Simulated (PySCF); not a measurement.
C4H11AlO2, singlet, geometry from GFN2-xTB (such geometries of metal compounds can be far from the true shape); CASSCF(2,2)/STO-3G run with PySCF.

PySCF was given this input:
```python
from pyscf import gto, scf, mcscf
import numpy

mol = gto.Mole()
mol.atom = '''
    Al    1.010062   -0.367821    0.035039
    O     1.990292    0.010788   -1.231660
    H     2.532741    0.248658   -1.968172
    O     1.405218   -1.321467    1.316930
    H     1.617665   -1.863494    2.061554
    C    -0.908111    0.354397   -0.021215
    C    -1.834459   -0.662295   -0.699789
    C    -1.418498    0.598417    1.399296
    C    -0.954057    1.658596   -0.817413
    H    -2.858658   -0.282955   -0.726425
    H    -1.834076   -1.606559   -0.158369
    H    -1.514528   -0.854573   -1.722279
    H    -1.346791   -0.310852    1.993423
    H    -0.834639    1.373086    1.893522
    H    -2.464373    0.912400    1.380758
    H    -0.365281    2.432585   -0.328028
    H    -0.553454    1.510640   -1.818688
    H    -1.982741    2.013471   -0.910229
'''
mol.basis = 'sto-3g'
mol.charge = 0
mol.spin = 0
mol.verbose = 4
mol.build()

mf = scf.RHF(mol)
mf.kernel()
mc = mcscf.CASSCF(mf, 2, 2)
mc.fix_spin_(ss=0.0)
mc = mc.newton()
mc.kernel()
occ = numpy.linalg.eigvalsh(mc.fcisolver.make_rdm1(mc.ci, mc.ncas, mc.nelecas))[::-1]
ss = mc.fcisolver.spin_square(mc.ci, mc.ncas, mc.nelecas)[0]
print('natural occupations', occ.round(4), ' <S^2>', round(ss, 4))
```

Task: Write the output that PySCF gives for this input, abridged.

Result: 
```
PySCF version 2.14.0

[INPUT] verbose = 4
[INPUT] num. atoms = 18
[INPUT] num. electrons = 64
[INPUT] charge = 0
[INPUT] spin (= nelec alpha-beta = 2S) = 0
[INPUT] symmetry False subgroup None
[INPUT] Mole.unit = angstrom
[INPUT] Symbol           X                Y                Z      unit          X                Y                Z       unit  Magmom
[INPUT]  1 Al     1.010062000000  -0.367821000000   0.035039000000 AA    1.908740548830  -0.695080952864   0.066214113679 Bohr   0.0
[INPUT]  2 O      1.990292000000   0.010788000000  -1.231660000000 AA    3.761106787913   0.020386365432  -2.327500078582 Bohr   0.0
[INPUT]  3 H      2.532741000000   0.248658000000  -1.968172000000 AA    4.786186834457   0.469895518682  -3.719306046037 Bohr   0.0
[INPUT]  4 O      1.405218000000  -1.321467000000   1.316930000000 AA    2.655477165309  -2.497210712651   2.488637025223 Bohr   0.0
[INPUT]  5 H      1.617665000000  -1.863494000000   2.061554000000 AA    3.056943811295  -3.521493294770   3.895772451002 Bohr   0.0
[INPUT]  6 C     -0.908111000000   0.354397000000  -0.021215000000 AA   -1.716081080705   0.669713269367  -0.040090539733 Bohr   0.0
[INPUT]  7 C     -1.834459000000  -0.662295000000  -0.699789000000 AA   -3.466625096743  -1.251556163669  -1.322409554983 Bohr   0.0
[INPUT]  8 C     -1.418498000000   0.598417000000   1.399296000000 AA   -2.680572728243   1.130844238284   2.644286207199 Bohr   0.0
[INPUT]  9 C     -0.954057000000   1.658596000000  -0.817413000000 AA   -1.802906437224   3.134292191299  -1.544686700659 Bohr   0.0
[INPUT] 10 H     -2.858658000000  -0.282955000000  -0.726425000000 AA   -5.402080703797  -0.534707455576  -1.372744300037 Bohr   0.0
[INPUT] 11 H     -1.834076000000  -1.606559000000  -0.158369000000 AA   -3.465901331638  -3.035956512955  -0.299274036621 Bohr   0.0
[INPUT] 12 H     -1.514528000000  -0.854573000000  -1.722279000000 AA   -2.862043127985  -1.614908923448  -3.254635620090 Bohr   0.0
[INPUT] 13 H     -1.346791000000  -0.310852000000   1.993423000000 AA   -2.545066137029  -0.587425145273   3.767023520409 Bohr   0.0
[INPUT] 14 H     -0.834639000000   1.373086000000   1.893522000000 AA   -1.577239122881   2.594756485475   3.578237990839 Bohr   0.0
[INPUT] 15 H     -2.464373000000   0.912400000000   1.380758000000 AA   -4.656990038773   1.724186116053   2.609254464302 Bohr   0.0
[INPUT] 16 H     -0.365281000000   2.432585000000  -0.328028000000 AA   -0.690281048507   4.596919424725  -0.619883081189 Bohr   0.0
[INPUT] 17 H     -0.553454000000   1.510640000000  -1.818688000000 AA   -1.045876482545   2.854695872813  -3.436822226033 Bohr   0.0
[INPUT] 18 H     -1.982741000000   2.013471000000  -0.910229000000 AA   -3.746837465946   3.804908749754  -1.720083520637 Bohr   0.0

nuclear repulsion = 383.933848131675
number of shells = 34
number of NR pGTOs = 150
number of NR cGTOs = 50
basis = sto-3g
ecp = {}

******** <class 'pyscf.scf.hf.RHF'> ********
method = RHF
initial guess = minao
damping factor = 0
level_shift factor = 0
DIIS = <class 'pyscf.scf.diis.CDIIS'>
diis_start_cycle = 1
diis_space = 8
diis_damp = 0
SCF conv_tol = 1e-09
SCF conv_tol_grad = None
SCF max_cycles = 50
direct_scf = True
direct_scf_tol = 1e-13
Set gradient conv threshold to 3.16228e-05
Initial guess from minao.
init E= -543.506472639697
  HOMO = -0.278021263260679  LUMO = 0.0687630532617314  gap/eV = 9.43648
cycle= 1 E= -542.596298865105  delta_E= 0.91  |g|= 0.651  |ddm|=  4.9
  HOMO = -0.135705054692028  LUMO = 0.404577234534609  gap/eV = 14.70183
cycle= 2 E= -542.754987337336  delta_E= -0.159  |g|= 0.141  |ddm|= 1.16
  HOMO = -0.246227898513478  LUMO = 0.380936007783933  gap/eV = 17.06600
cycle= 3 E= -542.762446377119  delta_E= -0.00746  |g|= 0.0311  |ddm|= 0.229
  HOMO = -0.263287937687475  LUMO = 0.369766110980131  gap/eV = 17.22628
cycle= 4 E= -542.76301967525  delta_E= -0.000573  |g|= 0.0077  |ddm|= 0.0806
  HOMO = -0.261278173579119  LUMO = 0.370940896099593  gap/eV = 17.20356
cycle= 5 E= -542.763049555395  delta_E= -2.99e-05  |g|= 0.00181  |ddm|= 0.0162
  HOMO = -0.261459568493679  LUMO = 0.371046188004682  gap/eV = 17.21136
cycle= 6 E= -542.763052155196  delta_E= -2.6e-06  |g|= 0.000572  |ddm|= 0.00539
  HOMO = -0.261568577513884  LUMO = 0.370907012778154  gap/eV = 17.21054
cycle= 7 E= -542.763052392334  delta_E= -2.37e-07  |g|= 5.71e-05  |ddm|= 0.00188
  HOMO = -0.261575550541586  LUMO = 0.370888806610923  gap/eV = 17.21023
cycle= 8 E= -542.763052394828  delta_E= -2.49e-09  |g|= 1.25e-05  |ddm|= 0.000183
  HOMO = -0.261574552519388  LUMO = 0.370888724272822  gap/eV = 17.21020
cycle= 9 E= -542.763052394971  delta_E= -1.42e-10  |g|= 3.66e-06  |ddm|= 4.18e-05
  HOMO = -0.261573944099988  LUMO = 0.37088881249585  gap/eV = 17.21019
Extra cycle  E= -542.763052394977  delta_E= -6.82e-12  |g|= 1.55e-06  |ddm|= 9.8e-06
converged SCF energy = -542.763052394977

******** <class 'pyscf.mcscf.newton_casscf.CASSCF'> ********
CAS (1e+1e, 2o), ncore = 31, nvir = 17
max_cycle_macro = 50
max_cycle_micro = 10
conv_tol = 1e-07
conv_tol_grad = None
orbital rotation max_stepsize = 0.03
augmented hessian ah_max_cycle = 30
augmented hessian ah_conv_tol = 1e-12
augmented hessian ah_linear dependence = 1e-14
augmented hessian ah_level shift = 1e-08
augmented hessian ah_start_tol = 500
augmented hessian ah_start_cycle = 3
augmented hessian ah_grad_trust_region = 3
kf_trust_region = 3
kf_interval = 5
natorb = False
canonicalization = True
internal_rotation = False
******** <class 'pyscf.fci.addons.SpinPenaltyFCISolver'> ********
max. cycles = 50
conv_tol = 1e-08
davidson only = True
linear dependence = 1e-12
level shift = 0.001
max iter space = 12
nroots = 1
pspace_size = 400
spin = None

WARN: SO-CASSCF (Second order CASSCF) is an experimental feature. Its performance is bad for large systems.

CASCI E = -542.764712004652  dE = -542.76471  S^2 = 0.0000000
Set conv_tol_grad to 0.000316228
macro 1 (20 JK  15 micro), CASSCF E = -542.775273618488  dE = -0.01056  |grad|=0.101  S^2 = 0.0000000
macro 2 (11 JK  7 micro), CASSCF E = -542.777590954065  dE = -0.002317  |grad|=0.00964  S^2 = 0.0000000
macro 3 (6 JK  2 micro), CASSCF E = -542.777702410775  dE = -0.0001115  |grad|=0.0038  S^2 = 0.0000000
macro 4 (5 JK  1 micro), CASSCF E = -542.777702410775  dE = 4.547e-13  |grad|=0.00376  S^2 = 0.0000000
macro 5 (5 JK  1 micro), CASSCF E = -542.777702410775  dE = -4.547e-13  |grad|=0.00376  S^2 = 0.0000000
macro 6 (5 JK  1 micro), CASSCF E = -542.777702410775  dE = 3.411e-13  |grad|=0.00376  S^2 = 0.0000000
macro 7 (5 JK  1 micro), CASSCF E = -542.777702410775  dE = -4.547e-13  |grad|=0.00376  S^2 = 0.0000000
macro 8 (5 JK  1 micro), CASSCF E = -542.777702410776  dE = -2.274e-13  |grad|=0.00376  S^2 = 0.0000000
macro 9 (5 JK  1 micro), CASSCF E = -542.777702410776  dE = -1.137e-13  |grad|=0.00376  S^2 = 0.0000000
macro 10 (5 JK  1 micro), CASSCF E = -542.777702410775  dE = 2.274e-13  |grad|=0.00376  S^2 = 0.0000000
macro 11 (5 JK  1 micro), CASSCF E = -542.777702410776  dE = -2.274e-13  |grad|=0.00376  S^2 = 0.0000000
macro 12 (5 JK  1 micro), CASSCF E = -542.777702410776  dE = 1.137e-13  |grad|=0.00376  S^2 = 0.0000000
macro 13 (5 JK  1 micro), CASSCF E = -542.777702410775  dE = 3.411e-13  |grad|=0.00376  S^2 = 0.0000000
macro 14 (5 JK  1 micro), CASSCF E = -542.777702410775  dE = 0  |grad|=0.00376  S^2 = 0.0000000
macro 15 (5 JK  1 micro), CASSCF E = -542.777702410775  dE = 3.411e-13  |grad|=0.00376  S^2 = 0.0000000
macro 16 (5 JK  1 micro), CASSCF E = -542.777702410775  dE = 1.137e-13  |grad|=0.00376  S^2 = 0.0000000
macro 17 (5 JK  1 micro), CASSCF E = -542.777702410775  dE = -1.137e-13  |grad|=0.00376  S^2 = 0.0000000
macro 18 (5 JK  1 micro), CASSCF E = -542.777702410775  dE = 0  |grad|=0.00376  S^2 = 0.0000000
macro 19 (5 JK  1 micro), CASSCF E = -542.777702410775  dE = 1.137e-13  |grad|=0.00376  S^2 = 0.0000000
macro 20 (5 JK  1 micro), CASSCF E = -542.777702410775  dE = -1.137e-13  |grad|=0.00376  S^2 = 0.0000000
macro 21 (5 JK  1 micro), CASSCF E = -542.777702410775  dE = -3.411e-13  |grad|=0.00376  S^2 = 0.0000000
macro 22 (5 JK  1 micro), CASSCF E = -542.777702410775  dE = 3.411e-13  |grad|=0.00376  S^2 = 0.0000000
macro 23 (5 JK  1 micro), CASSCF E = -542.777702410775  dE = 0  |grad|=0.00376  S^2 = 0.0000000
macro 24 (5 JK  1 micro), CASSCF E = -542.777702410775  dE = 0  |grad|=0.00376  S^2 = 0.0000000
macro 25 (5 JK  1 micro), CASSCF E = -542.777702410775  dE = 1.137e-13  |grad|=0.00376  S^2 = 0.0000000
macro 26 (5 JK  1 micro), CASSCF E = -542.777702410775  dE = -1.137e-13  |grad|=0.00376  S^2 = 0.0000000
macro 27 (5 JK  1 micro), CASSCF E = -542.777702410775  dE = -1.137e-13  |grad|=0.00376  S^2 = 0.0000000
macro 28 (5 JK  1 micro), CASSCF E = -542.777702410774  dE = 6.821e-13  |grad|=0.00376  S^2 = 0.0000000
macro 29 (5 JK  1 micro), CASSCF E = -542.777702410774  dE = -1.137e-13  |grad|=0.00376  S^2 = 0.0000000
macro 30 (5 JK  1 micro), CASSCF E = -542.777702410775  dE = -1.137e-13  |grad|=0.00376  S^2 = 0.0000000
macro 31 (5 JK  1 micro), CASSCF E = -542.777702410775  dE = 0  |grad|=0.00376  S^2 = 0.0000000
macro 32 (5 JK  1 micro), CASSCF E = -542.777702410774  dE = 2.274e-13  |grad|=0.00376  S^2 = 0.0000000
macro 33 (5 JK  1 micro), CASSCF E = -542.777702410774  dE = -1.137e-13  |grad|=0.00376  S^2 = 0.0000000
macro 34 (5 JK  1 micro), CASSCF E = -542.777702410774  dE = 0  |grad|=0.00376  S^2 = 0.0000000
macro 35 (5 JK  1 micro), CASSCF E = -542.777702410775  dE = -2.274e-13  |grad|=0.00376  S^2 = 0.0000000
macro 36 (5 JK  1 micro), CASSCF E = -542.777702410774  dE = 3.411e-13  |grad|=0.00376  S^2 = 0.0000000
macro 37 (5 JK  1 micro), CASSCF E = -542.777702410775  dE = -2.274e-13  |grad|=0.00376  S^2 = 0.0000000
macro 38 (5 JK  1 micro), CASSCF E = -542.777702410775  dE = -1.137e-13  |grad|=0.00376  S^2 = 0.0000000
macro 39 (5 JK  1 micro), CASSCF E = -542.777702410775  dE = 0  |grad|=0.00376  S^2 = 0.0000000
macro 40 (5 JK  1 micro), CASSCF E = -542.777702410775  dE = 0  |grad|=0.00376  S^2 = 0.0000000
macro 41 (5 JK  1 micro), CASSCF E = -542.777702410775  dE = 1.137e-13  |grad|=0.00376  S^2 = 0.0000000
macro 42 (5 JK  1 micro), CASSCF E = -542.777702410775  dE = -2.274e-13  |grad|=0.00376  S^2 = 0.0000000
macro 43 (5 JK  1 micro), CASSCF E = -542.777702410775  dE = 2.274e-13  |grad|=0.00376  S^2 = 0.0000000
macro 44 (5 JK  1 micro), CASSCF E = -542.777702410774  dE = 5.684e-13  |grad|=0.00376  S^2 = 0.0000000
macro 45 (5 JK  1 micro), CASSCF E = -542.777702410774  dE = -2.274e-13  |grad|=0.00376  S^2 = 0.0000000
macro 46 (5 JK  1 micro), CASSCF E = -542.777702410774  dE = 2.274e-13  |grad|=0.00376  S^2 = 0.0000000
macro 47 (5 JK  1 micro), CASSCF E = -542.777702410774  dE = -2.274e-13  |grad|=0.00376  S^2 = 0.0000000
macro 48 (5 JK  1 micro), CASSCF E = -542.777702410774  dE = 3.411e-13  |grad|=0.00376  S^2 = 0.0000000
macro 49 (5 JK  1 micro), CASSCF E = -542.777702410774  dE = 0  |grad|=0.00376  S^2 = 0.0000000
macro 50 (5 JK  1 micro), CASSCF E = -542.777702410774  dE = 2.274e-13  |grad|=0.00376  S^2 = 0.0000000
newton CASSCF not converged, 50 macro (101 KF 171 Hx) steps
CASSCF canonicalization
Density matrix diagonal elements [1.97214017 0.02785983]
CASSCF energy = -542.777702410774
CASCI E = -542.777702410774  E(CI) = -1.25767544305154  S^2 = 0.0000000
natural occupations [1.9725 0.0275]  <S^2> 0.0
```

Convergence was not reached.
